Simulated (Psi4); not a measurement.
Psi4 input (wB97X-D/6-311+G**):

```
memory 1500 MB

molecule {
0 2
C    -1.15705400    0.06657300   -0.33124100
F    -1.77104700   -0.89282500   -1.01327400
F    -1.64448900    0.17430900    0.89060000
C     0.31696700    0.10632400   -0.49266200
Cl    1.10543100   -1.31862200    0.31483000
Cl    0.96583700    1.63616200    0.13174400
H     0.56879400    0.03108000   -1.54428100
symmetry c1
no_reorient
no_com
}

set {
  basis 6-311+G**
  reference uks
  scf_type df
  df_basis_scf def2-universal-jkfit
  dft_radial_points 99
  dft_spherical_points 590
  e_convergence 1e-8
  d_convergence 1e-7
  maxiter 150
}

e = energy('wb97x-d')
print_out(f'\nFINAL {e:.10f} DIPOLE {variable("CURRENT DIPOLE")[0]:.6f} {variable("CURRENT DIPOLE")[1]:.6f} {variable("CURRENT DIPOLE")[2]:.6f}\n')
```

Output:

```
   => Loading Basis Set <=

    Name: 6-311+G**
    Role: ORBITAL
    Keyword: BASIS
    atoms 1, 4 entry C          line   129 file 6-311pgss.gbs
    atoms 2-3  entry F          line   192 file 6-311pgss.gbs
    atoms 5-6  entry CL         line   468 file 6-311pgss.gbs
    atoms 7    entry H          line    42 file 6-311pgss.gbs

   => WB97X-D: Empirical Dispersion <=

    Chai and Head-Gordon Dispersion Correction
    Chai, J.-D.; Head-Gordon, M. (2010), J. Chem. Phys., 132: 6615-6620

        s6 =       1.000000

         ---------------------------------------------------------
                                   SCF
               by Justin Turney, Rob Parrish, Andy Simmonett
                          and Daniel G. A. Smith
                              UKS Reference
         ---------------------------------------------------------

  ==> Geometry <==

    Molecular point group: c1
    Full point group: C1

    Geometry (in Angstrom), charge = 0, multiplicity = 2:

       Center              X                  Y                   Z               Mass
    ------------   -----------------  -----------------  -----------------  -----------------
         C           -1.157054000000     0.066573000000    -0.331241000000    12.000000000000
         F           -1.771047000000    -0.892825000000    -1.013274000000    18.998403162730
         F           -1.644489000000     0.174309000000     0.890600000000    18.998403162730
         C            0.316967000000     0.106324000000    -0.492662000000    12.000000000000
         CL           1.105431000000    -1.318622000000     0.314830000000    34.968852682000
         CL           0.965837000000     1.636162000000     0.131744000000    34.968852682000
         H            0.568794000000     0.031080000000    -1.544281000000     1.007825032230

  Running in c1 symmetry.

  Rotational constants: A =      0.08637  B =      0.06353  C =      0.04454 [cm^-1]
  Rotational constants: A =   2589.16504  B =   1904.51432  C =   1335.21350 [MHz]
  Nuclear repulsion =  364.315726572870972

  Charge       = 0
  Multiplicity = 2
  Electrons    = 65
  Nalpha       = 33
  Nbeta        = 32

  ==> Algorithm <==

  SCF Algorithm Type is DF.
  DIIS enabled.
  MOM disabled.
  Fractional occupation disabled.
  Guess Type is SAD.
[...]
      22A     -0.661718    23A     -0.627677    24A     -0.587533
      25A     -0.556022    26A     -0.554501    27A     -0.543273
      28A     -0.539099    29A     -0.437101    30A     -0.429894
      31A     -0.414898    32A     -0.409832

    Beta Virtual:

      33A     -0.044248    34A      0.039796    35A      0.059618
      36A      0.075566    37A      0.096428    38A      0.100224
      39A      0.111535    40A      0.122429    41A      0.137166
      42A      0.139624    43A      0.142006    44A      0.146939
      45A      0.164312    46A      0.176531    47A      0.180898
      48A      0.182249    49A      0.200207    50A      0.216655
      51A      0.236315    52A      0.260907    53A      0.268009
      54A      0.297409    55A      0.322862    56A      0.346074
      57A      0.360400    58A      0.387757    59A      0.390867
      60A      0.406744    61A      0.424275    62A      0.440101
      63A      0.452159    64A      0.475347    65A      0.484812
      66A      0.514887    67A      0.521096    68A      0.544200
      69A      0.550861    70A      0.551216    71A      0.570465
      72A      0.601888    73A      0.637223    74A      0.661052
      75A      0.694854    76A      0.737860    77A      0.820612
      78A      0.913762    79A      0.921692    80A      0.933797
      81A      0.945035    82A      0.960322    83A      0.969287
      84A      0.984580    85A      1.014208    86A      1.023252
      87A      1.054110    88A      1.120451    89A      1.184920
      90A      1.223446    91A      1.261073    92A      1.373621
      93A      1.405747    94A      1.415518    95A      1.434154
      96A      1.455014    97A      1.502076    98A      1.515187
      99A      1.572049   100A      1.616122   101A      1.670019
     102A      1.758023   103A      1.780645   104A      1.836131
     105A      1.927930   106A      1.980734   107A      1.990621
     108A      2.034150   109A      2.081513   110A      2.220577
     111A      2.351206   112A      2.377164   113A      2.401934
     114A      2.414646   115A      2.479952   116A      2.516605
     117A      2.581307   118A      2.738611   119A      2.835052
     120A      3.062450   121A      3.088070   122A      3.185222
     123A      3.392305   124A      3.705094   125A      3.815928
     126A      3.823428   127A      3.840289   128A      3.911885
     129A      3.927773   130A      4.075180   131A      4.111190
     132A      4.269508   133A      4.731978   134A      4.979477
     135A      6.378259   136A      6.382153   137A      6.427324
     138A      6.437050   139A      6.568097   140A      6.874546
     141A      9.797796   142A      9.823577   143A     23.622290
     144A     23.795748   145A     25.929171   146A     25.974517
     147A     25.982212   148A     25.991451   149A     26.353875
     150A     26.615901   151A     66.856100   152A     66.874159
     153A    215.871126   154A    215.893986

    Final Occupation by Irrep:
              A
    DOCC [    32 ]
    SOCC [     1 ]
    NA   [    33 ]
    NB   [    32 ]

  @DF-UKS Final Energy: -1196.84271229322712

   => Energetics <=

    Nuclear Repulsion Energy =            364.3157265728709717
    One-Electron Energy =               -2377.1088668057536779
    Two-Electron Energy =                 879.8687151563565294
    DFT Exchange-Correlation Energy =     -63.9164249481006479
    Empirical Dispersion Energy =          -0.0018622686004608
    VV10 Nonlocal Energy =                  0.0000000000000000
    Total Energy =                      -1196.8427122932273505

  UHF NO Occupations:
  HONO-2 :   31  A 1.9997936
  HONO-1 :   32  A 1.9988737
  HONO-0 :   33  A 1.0000000
  LUNO+0 :   34  A 0.0011263
  LUNO+1 :   35  A 0.0002064
  LUNO+2 :   36  A 0.0001735
  LUNO+3 :   37  A 0.0001456

Computation Completed

Properties will be evaluated at   0.000000,   0.000000,   0.000000 [a0]

Properties computed using the SCF density matrix

 Multipole Moments:

 ------------------------------------------------------------------------------------
     Multipole            Electronic (a.u.)      Nuclear  (a.u.)        Total (a.u.)
 ------------------------------------------------------------------------------------

 L = 1.  Multiply by 2.5417464519 to convert [e a0] to [Debye]
 Dipole X            :          0.1105100            0.0000076            0.1105176
 Dipole Y            :          0.1622904           -0.0000038            0.1622867
 Dipole Z            :         -0.5551498           -0.0000132           -0.5551630
 Magnitude           :                                                    0.5888608

 ------------------------------------------------------------------------------------

FINAL -1196.8427122932 DIPOLE 0.110518 0.162287 -0.555163

*** Psi4 exiting successfully. Buy a developer a beer!
```

The geometry given is a B3LYP-D3(BJ)/def2-TZVP minimum.
